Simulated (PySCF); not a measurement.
Chain-length series, n-germane methyl/methyl (end groups after the name). All species are isolated molecules in the gas phase. One relaxed conformer stands for each flexible species; it need not be the lowest. Strings in code marks are SMILES. All members: neutral, multiplicity 1. Level: TPSSh-D3(BJ)/def2-TZVP // PBE0-D3(BJ)/def2-SVP (PySCF). Delta-SCF ions had no search for a lower state.  The removal energy is E(N − 1 electrons) − E(N electrons) at the parent's geometry; ε(HOMO) is measured against the vacuum level.

```
species                                                                            −ε(HOMO) (eV)  vertical ionisation energy (Delta-SCF) (eV)
---------------------------------------------------------------------------------  -------------  -------------------------------------------
`[CH3][GeH2][GeH2][GeH2][GeH2][GeH2][GeH2][CH3]`                                            6.42                                         8.02
`[CH3][GeH2][GeH2][GeH2][GeH2][GeH2][CH3]`                                                  6.51                                         8.24
`[CH3][GeH2][GeH2][GeH2][GeH2][CH3]`                                                        6.64                                         8.51
`[CH3][GeH2][GeH2][GeH2][CH3]` (C–Ge–Ge–Ge torsion 180°, Ge–Ge–Ge–C torsion 180°)           6.84                                         8.90
`[CH3][GeH2][GeH2][CH3]` (C–Ge–Ge–C torsion 179°)                                           7.04                                     withheld
`[CH3][GeH2][CH3]`                                                                          7.84                                        10.44
```

### Question
Fit vertical ionisation energy (Delta-SCF) = a + b·x to the 5 complete rows by least squares, with x = −ε(HOMO) in eV. Give a, b and the rms residual, and predict the withheld value.

### Answer
Means of the 5 rows: x̄ = 6.85, ȳ = 8.822 eV. Σ(x − x̄)² = 1.3248 and Σ(x − x̄)(y − ȳ) = 2.2093, so b = 1.668 and a = ȳ − b·x̄ = -2.604 eV. The rms residual is 0.062 eV. At x = 7.04 the line gives 9.14 eV. The run for `[CH3][GeH2][GeH2][CH3]` (C–Ge–Ge–C torsion 179°) gave 9.37 eV, so the line is off by 0.23 eV, more than twice the rms residual.

Codes: PySCF.
